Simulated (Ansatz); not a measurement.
Correlation energies of `[NH2][GeH2][F]` by basis set

| atom | x (Å) | y (Å) | z (Å) |
| --- | --- | --- | --- |
| N1 | -1.018 | 0.174 | -0.518 |
| Ge2 | 0.500 | 0.068 | 0.464 |
| F3 | 1.641 | -1.062 | -0.235 |
| H4 | -0.922 | 0.561 | -1.445 |
| H5 | -1.585 | -0.660 | -0.553 |
| H6 | 0.170 | -0.501 | 1.846 |
| H7 | 1.214 | 1.422 | 0.440 |

The species carries charge 0 and has multiplicity 1. Correlated methods include outer-core shells of Ge, which these sets cover unevenly. Scalar relativity is left out up to krypton. All single points use the PBE0-D4/def2-TZVP geometry. It is one conformer, not always the lowest. Frozen core, restricted reference, Ansatz 0.2.0.

| basis | HF (Eh) | MP2 corr. | CCSD corr. | (T) | CCSD(T) total |
| --- | --- | --- | --- | --- | --- |
| def2-SVP | ? | -0.59284 | -0.60881 | -0.01355 | ? |
| def2-TZVPP | -2231.70958 | ? | ? | ? | ? |
| def2-QZVPP | -2231.75987 | -1.03173 | -1.02170 | -0.03121 | -2232.81278 |

(1) Fill in the withheld values. (Estimate.)

## Answers

(1) The calculation gave: def2-SVP HF (Eh): -2231.24359; def2-SVP CCSD(T) total: -2231.86595; def2-TZVPP MP2 corr.: -0.72798; def2-TZVPP CCSD corr.: -0.74146; def2-TZVPP (T): -0.02436; def2-TZVPP CCSD(T) total: -2232.47540.
